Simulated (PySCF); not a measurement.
Job for PySCF: D3(BJ) and D4 dispersion corrections on ClH3SiTe (SMILES [SiH3][Te]Cl), a point of a torsion scan.

```python
from pyscf import gto
from pyscf.dispersion import dftd3, dftd4

mol = gto.M(
    atom='''
    Si   -0.72857567   -0.01844601    0.00390092
    Te    1.39086529    1.31048928   -0.11924489
    Cl    2.78200339   -0.59035231   -0.08785196
    H    -1.02653128   -0.45770628    1.36520253
    H    -1.75563396    0.92156940   -0.42591459
    H    -0.66517619   -1.16913152   -0.88580663
    ''',
    basis='def2-svp',
    charge=0, spin=0, verbose=0, max_memory=1800)
d3, d4 = {}, {}
for xc in ['hf', 'pbe', 'blyp', 'revpbe', 'tpss', 'r2scan', 'b3lyp', 'pbe0', 'bhlyp', 'camb3lyp', 'b2plyp']:
    d3[xc] = float(dftd3.DFTD3Dispersion(mol, xc=xc, version='d3bj', atm=False).get_dispersion()['energy'])
    print(f'D3(BJ) {xc:10s} {d3[xc]:14.8f} Eh')
for xc in ['hf', 'pbe', 'blyp', 'revpbe', 'tpss', 'r2scan', 'b3lyp', 'pbe0', 'bhlyp', 'camb3lyp', 'b2plyp']:
    d4[xc] = float(dftd4.DFTD4Dispersion(mol, xc={'camb3lyp': 'cam-b3lyp'}.get(xc, xc), atm=True).get_dispersion()['energy'])
    print(f'D4     {xc:10s} {d4[xc]:14.8f} Eh')
```

The log:

```
D3(BJ) hf            -0.04844871 Eh
D3(BJ) pbe           -0.00597125 Eh
D3(BJ) blyp          -0.01422083 Eh
D3(BJ) revpbe        -0.01363620 Eh
D3(BJ) tpss          -0.00802339 Eh
D3(BJ) r2scan        -0.00165284 Eh
D3(BJ) b3lyp         -0.01201164 Eh
D3(BJ) pbe0          -0.00567445 Eh
D3(BJ) bhlyp         -0.01100734 Eh
D3(BJ) camb3lyp      -0.00602271 Eh
D3(BJ) b2plyp        -0.00651504 Eh
D4     hf            -0.01900976 Eh
D4     pbe           -0.00615088 Eh
D4     blyp          -0.01304594 Eh
D4     revpbe        -0.01467345 Eh
D4     tpss          -0.00821238 Eh
D4     r2scan        -0.00131872 Eh
D4     b3lyp         -0.01017663 Eh
D4     pbe0          -0.00525579 Eh
D4     bhlyp         -0.00961111 Eh
D4     camb3lyp      -0.00551651 Eh
D4     b2plyp        -0.00423422 Eh
```

The run finished.

Cost: very roughly 0.020 core-seconds.
